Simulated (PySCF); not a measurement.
TaOF3, SMILES [O]=[Ta]([F])([F])[F], multiplicity 1.

Coordinates come from a B3LYP-D3(BJ)/def2-SVP optimisation. The multiplicity is an assumed one; other spin states were not compared. The isomer is the one that the SMILES or the coordinates give; other isomers of the formula were not compared. The def2 effective core potentials stand for the cores of Ta; spin–orbit coupling is left out.

These are B3LYP-D3(BJ)/def2-SVP (PySCF) values and carry that method's errors.

Frequencies are harmonic and unscaled.

Modes within 1.5 cm⁻¹ of each other (mostly degenerate sets) share a row, with their intensities summed.

Computed harmonic wavenumbers and intensities:
```tsv
mode	ν (cm⁻¹)	IR (km/mol)	Raman (Å⁴/amu)	depolarisation	moving atoms (share of kinetic energy)
1–2	162	24.9	1.3	0.75	F 91 %, Ta 8 %
3	189	15.3	0.2	0.62	F 80 %, Ta 18 %
4–5	259	23.3	4.0	0.75	O 63 %, F 32 %
6	701	47.1	5.1	0.03	F 97 %
7–8	704	256.7	0.7	0.75	F 85 %, Ta 15 %
9	1020	125.3	18.2	0.07	O 91 %, Ta 8 %
```
